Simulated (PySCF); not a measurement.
## Two probes of the same atoms: core binding energy and nuclear shielding

C₃H₇FSi.
SMILES with atom numbers: `[F:1][C@@H:2]1[CH2:3][C@H:4]1[SiH3:5]`

Geometry (PBE0-D3(BJ)/def2-SVP, Å), atoms numbered from 1 in this order:
```
atom  x, y, z in Å
F1    -1.674    0.768   -1.745
C2    -0.525    0.201   -1.304
C3    -0.629   -0.900   -0.318
C4    -0.120    0.469    0.111
Si5    1.663    0.754    0.591
H6     0.232    0.158   -2.096
H7     0.072   -1.737   -0.383
H8    -1.639   -1.172    0.000
H9    -0.861    1.066    0.656
H10    1.891    0.403    2.025
H11    2.057    2.180    0.377
H12    2.529   -0.121   -0.260
```

Binding energies: delta-SCF UKS SCAN, pcX-2 on the ionised atom, pcseg-1 elsewhere, spin-free X2C (PySCF 2.14.0). Shieldings: GIAO PBE/pcSseg-2, non-relativistic, same geometry.

```csv
atom,isotropic shielding (ppm)
C2,100.6
C3,166.0
C4,178.2
```

Problem. What are the C 1s binding energies of these atoms?

Solution. 
```
atom                  environment  C 1s (eV)  isotropic shielding (ppm)
  C4  sp3 carbon bound to silicon     290.57                      178.2
  C3   three-membered-ring carbon     291.03                      166.0
  C2               sp3 C–F carbon     293.11                      100.6
```

Problem. Among the listed atoms, is the one with the highest binding energy also the least shielded?

Solution. Yes: C2 has both (293.11 eV, 100.6 ppm).

By binding energy: C4 < C3 < C2. By shielding: C2 < C3 < C4.

Geometry: PBE0-D3(BJ)/def2-SVP; no solvent, vibrations or thermal averaging.
